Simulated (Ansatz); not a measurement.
Cartesian coordinates (Å):
```xyz
10

C      2.3091     0.4465     0.4043
C      1.3057    -0.1323     0.0449
C      0.0688    -0.7673    -0.3606
Si    -1.4277     0.3412     0.0447
H      3.2046     0.9428     0.7153
H      0.0680    -0.9744    -1.4436
H     -0.0639    -1.7354     0.1503
H     -1.4821     0.5903     1.5153
H     -2.6822    -0.3505    -0.3893
H     -1.3003     1.6390    -0.6813
```
Charge 0, spin multiplicity 1.

These are frozen-core CCSD(T)/cc-pVTZ // PBE-D3(BJ)/def2-TZVP in Ansatz (an electronic-structure program) values and carry that method's errors.

```
Quantity                        Value
----------------------  -------------
HF energy               -406.01465 Ha
MP2 correlation energy    -0.60593 Ha
```

Question: Estimate the CCSD correlation energy, the (T) correction, the total energy and the T1 diagnostic.

Answer: 
* **CCSD correlation energy**: -0.64497 Ha
* **(T) correction**: -0.02950 Ha
* **CCSD(T) total energy**: -406.68912 Ha
* **T1 diagnostic**: 0.012
